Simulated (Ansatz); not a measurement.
Relaxation of CH6BClOSi (11 atoms, charge 0, multiplicity 1), to a largest force component of 0.015 eV/Å in at most 40 steps.

Theory: RKS PBE0-D4/6-31G in Ansatz.

```xyz
11
Properties=species:S:1:pos:R:3
B -0.374 1.512 0.274
C -0.579 0.013 -0.094
O -1.372 -0.609 0.887
Si 1.207 -0.745 -0.188
Cl -1.378 -0.135 -1.698
H -0.916 2.013 1.240
H 0.204 2.279 -0.455
H -1.464 -1.526 0.595
H 1.808 -0.606 1.159
H 1.930 -0.074 -1.195
H 0.999 -2.180 -0.505
```

Q: Where does it end, and by what steps?

A: The run converged. The force dipped under the threshold on the way, but the program's further checks kept it going. Limits of this set-up: no polarisation functions. After 20 steps the energy has fallen by 0.690 eV; H6 moved furthest, 0.97 Å. Parted: C2–Cl5. Joined: B1–Cl5.

| step | energy less start (eV) | largest force component (eV/Å) | accepted |
| --- | --- | --- | --- |
| 0 | 0.0000 | 1.892 | yes |
| 1 | -0.2062 | 1.299 | yes |
| 2 | -0.3412 | 0.756 | yes |
| 3 | -0.2945 | 1.034 | no |
| 4 | -0.3804 | 0.183 | yes |
| 5 | -0.3873 | 0.098 | yes |
| 6 | -0.3939 | 0.178 | yes |
| 7 | -0.4098 | 0.546 | yes |
| 8 | -0.4479 | 0.687 | yes |
| 9 | -0.5224 | 0.652 | yes |
| 10 | -0.5997 | 0.560 | yes |
| 11 | -0.6048 | 0.697 | yes |
| 12 | -0.6597 | 0.426 | yes |
| 13 | -0.5598 | 2.640 | no |
| 14 | -0.6820 | 0.212 | yes |
| 15 | -0.6839 | 0.167 | yes |
| 16 | -0.6895 | 0.044 | yes |
| 17 | -0.6898 | 0.015 | yes |
| 18 | -0.6900 | 0.013 | yes |
| 19 | -0.6901 | 0.024 | yes |
| 20 | -0.6902 | 0.009 | yes |

```xyz
11
Properties=species:S:1:pos:R:3
B -0.644 1.547 0.060
C -0.389 0.023 0.336
O -1.300 -0.649 1.047
Si 1.238 -0.877 -0.213
Cl -1.221 0.624 -1.733
H -1.611 2.035 0.559
H 0.316 2.212 -0.194
H -1.204 -1.623 1.054
H 2.101 -0.925 1.018
H 1.905 -0.137 -1.319
H 0.874 -2.287 -0.594
```

Whether the end is a true minimum wasn't checked by a vibrational analysis.

The run took 95 s on 1 thread of Arm Neoverse V2, on a shared host, peak memory 0.19 GiB.
